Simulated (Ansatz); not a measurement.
Bond stretch in NaBr, singlet.

- RCCSD(T) = Ansatz (a quantum-chemistry and plane-wave program) with CCSD(T) on RHF/aug-cc-pVQZ, cores with 3d frozen
- RKS-PBE = Ansatz with restricted PBE/aug-cc-pVQZ
- RHF/aug-cc-pVQZ (Ansatz)
- RCCSD = CCSD on RHF/aug-cc-pVQZ, cores with 3d frozen (Ansatz)

Energies are in kcal/mol, each relative to the lowest point of its own curve near equilibrium.

```csv
R / Å,RCCSD(T),RKS-PBE,RHF,RCCSD
2.01,38.3,33.4,37.5,38.1
2.16,16.2,13.5,15.7,16.1
2.22,10.7,8.7,10.3,10.6
2.38,2.3,1.6,2.1,2.2
2.45,0.7,0.4,0.6,0.6
2.51,0.0,0.0,0.0,0.0
2.60,0.0,0.3,0.1,0.0
2.67,0.6,1.1,0.8,0.6
2.78,2.3,3.1,2.6,2.4
2.89,4.7,5.6,5.0,4.8
3.10,10.2,11.2,10.7,10.4
3.35,17.4,18.3,18.0,17.6
3.76,28.7,29.2,29.4,29.0
4.07,36.4,36.2,37.1,36.7
4.55,46.5,44.9,47.0,46.8
4.97,53.7,50.5,54.1,53.9
5.45,60.5,55.2,60.8,60.7
6.12,68.0,59.6,68.1,68.1
6.76,73.6,62.4,73.6,73.7
7.56,79.1,64.7,79.1,79.2
```

The restricted form behind RKS-PBE, RHF keeps the bonding electrons paired and can't separate into open-shell fragments.
